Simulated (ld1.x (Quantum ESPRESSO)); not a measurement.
Before and after: RRKJ potential for Pr

| Property | Result |
| --- | --- |
| Element | praseodymium |
| Generator | ld1.x (Quantum ESPRESSO) 7.5 |
| Type | norm-conserving RRKJ (Kleinman–Bylander form) |
| Functional | LDA (PZ) |
| Relativity | fully relativistic |
| Frozen core | [Xe] 4f2 |
| Valence charge | 3 |
| Reference configuration | 5d1 6s2 6p0 |
| Partial waves | 6p (bound, empty): rc 3.95 bohr; 5d (bound): rc 2.35 bohr; 6s (bound): rc 3.90 bohr |
| Local potential | the s channel |
| Core correction | Bessel-smoothed model core inside 1.80 bohr |

Open shells are filled in proportion to 2j + 1 (rel_dist='average').

Change: wave 5d (bound): rc 2.35 bohr becomes 5d (bound): rc 3.26 bohr.

Cutoffs: the cutoffs (Ry, on a coarse ladder) from which the occupation-weighted sum of valence levels, in a spherical-Bessel basis at the reference potential, stays within 10 and 1 mRy of its value at 400 Ry; they do not see the model core or the augmentation charge, which bear on the density cutoff. Errors are all-electron minus pseudo energies relative to the spin-unpolarised reference configuration.

**Question.** Predict the effect on cutoff, ghosts and configuration errors.

**Answer.** The potential gets softer (10 Ry and 25 Ry → 10 Ry and 12 Ry); the errors of the 7 common tests hardly move; neither file shows a bound ghost. A larger radius leaves more room for a smooth pseudo-wave, so fewer plane waves are needed.

| quantity | base | changed |
| --- | --- | --- |
| cutoff, loose | 10 Ry | 10 Ry |
| cutoff, tight | 25 Ry | 12 Ry |
| loose cutoff by channel (10 mRy a level) | d 12 Ry, s 6 Ry | d 10 Ry, s 6 Ry |
| bound ghosts | none | none |
| error for 5d1 6s1 6p0, meV [ΔE 6.37 eV] | -5.3 | -5.4 |
| error for 5d1 6s0 6p0, meV [ΔE 17.90 eV] | -61 | -62 |
| error for 5d1 6s1.5 6p0, meV [ΔE 2.57 eV] | -0.7 | -0.7 |
| error for 5d0 6s2 6p1, meV [ΔE 2.32 eV] | -118 | -108 |
| error for 5d2 6s0 6p0, meV [ΔE 6.73 eV] | -74 | -66 |
| error for 5d0 6s2 6p0, meV [ΔE 6.54 eV] | -91 | -81 |
| error for 5d2 6s1 6p0, meV [ΔE 1.04 eV] | -54 | -49 |
| s: phases at 4.28 bohr within 0.05 rad from the reference energy up to (Ry; the scan ends near 5) | 0.9 | 0.9 |
| p1/2: phases at 4.28 bohr within 0.05 rad from the reference energy up to (Ry; the scan ends near 5) | 1.3 | 1.3 |
| p3/2: phases at 4.28 bohr within 0.05 rad from the reference energy up to (Ry; the scan ends near 5) | 1.0 | 1.0 |
| d3/2: phases at 4.28 bohr within 0.05 rad from the reference energy up to (Ry; the scan ends near 5) | 0.5 | 0.5 |
| d5/2: phases at 4.28 bohr within 0.05 rad from the reference energy up to (Ry; the scan ends near 5) | 0.5 | 0.5 |
